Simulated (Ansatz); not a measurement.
Reactions of `O[SiH](O)C[SiH](F)F`.

Program: Ansatz. Geometries: PBE0-D4/def2-TZVP. ΔE: electronic, gas phase. CCSD(T)/CBS adds triple-zeta CCSD(T) − MP2 to the extrapolated MP2 energy (def2 sets, frozen cores). This one scheme is used for every species. DFT in def2-TZVPP. For Ge outer-core shells are correlated without core-valence functions, which leaves a few kJ/mol of doubt a bond. Scalar relativity is left out up to krypton. Each species was taken in one conformer, which may not be the lowest.

```tsv
reaction	CCSD(T)/CBS(def2) (kJ/mol)
`O[SiH](O)C[SiH](F)F` + `[SH][GeH3]` → `F[SiH](F)[S][GeH3]` + `C[SiH](O)O`	-50
`O[SiH](O)C[SiH](F)F` + `[NH2][GeH2][OH]` → `[OH][GeH2][NH][SiH](O)O` + `C[SiH](F)F`	-85
`O[SiH](O)C[SiH](F)F` + `CO[SiH2]S` → `CO[SiH2]S[SiH](F)F` + `C[SiH](O)O`	-50
`O[SiH](O)C[SiH](F)F` + H₂S → `O[SiH](O)S` + `C[SiH](F)F`	?
```

Problem. Fill in the missing values. (Best estimate.)

Solution. Computed: `O[SiH](O)C[SiH](F)F` + H₂S → `O[SiH](O)S` + `C[SiH](F)F`: -47.1 kJ/mol.

Largest T1 diagnostic: 0.012, for `[OH][GeH2][NH][SiH](O)O`.
